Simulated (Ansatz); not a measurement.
The same path of FGe3H7 (11 atoms, charge 0, multiplicity 1) was run 3 times with different band settings. Lost on the way: Ge1–Ge3. Made: H2–Ge3.

All numbers below come from Ansatz 0.2.0, RKS PBE/def2-SVP.

Relaxed end points:

```xyz
11
Properties=species:S:1:pos:R:3
Ge 0.144 -0.295 0.651
H -0.045 -0.617 2.167
Ge 2.499 0.105 0.119
H 3.323 -1.165 0.467
H 2.666 0.409 -1.392
H 3.040 1.300 0.944
F -0.693 1.253 0.399
Ge -1.011 -1.916 -0.774
H -2.433 -2.211 -0.231
H -1.120 -1.353 -2.214
H -0.202 -3.241 -0.813
```

```xyz
11
Properties=species:S:1:pos:R:3
Ge -0.463 0.640 -1.136
H 1.466 0.558 -0.746
Ge 2.304 -0.165 0.429
H 2.591 -1.620 -0.001
H 3.605 0.676 0.483
H 1.486 -0.064 1.728
F -0.913 1.234 0.499
Ge -0.861 -1.825 -0.571
H -0.400 -2.280 0.848
H -2.404 -2.056 -0.614
H -0.243 -2.827 -1.596
```

Common settings: spring 5.0 eV/Å²; optimiser quadratic models (default); start path through a guess of the saddle point; force threshold 0.03 eV/Å; iteration limit 60; end points relaxed.

| run | movable images | climbing image |
| --- | --- | --- |
| 1 | 9 | yes |
| 2 | 2 | yes |
| 3 | 1 | no |

Question: What does each run give, and how far can it be trusted?

Answer: Run 1: converged after 27 iterations, highest image 1.448 eV above the first end. A vibrational analysis at the climbing image gives one clearly imaginary mode, 106i cm⁻¹: a first-order saddle point.
Run 2: converged after 42 iterations, highest image 1.449 eV above the first end. Neighbouring images differ by up to 1.4 eV, so the band resolves the path poorly. Another band between the same ends (9 images) ends at a top of the same energy, where a vibrational analysis finds 1 clearly imaginary mode. So few images can step over the top or miss a turn of the path.
Run 3: converged after 21 iterations, highest image 1.067 eV above the first end. The highest image is an end point: on this band no image between the ends rises above it. So few images can step over the top or miss a turn of the path.
The orbitals stay closed-shell, which can raise the energy where a bond breaks towards radicals; this wasn't checked here.
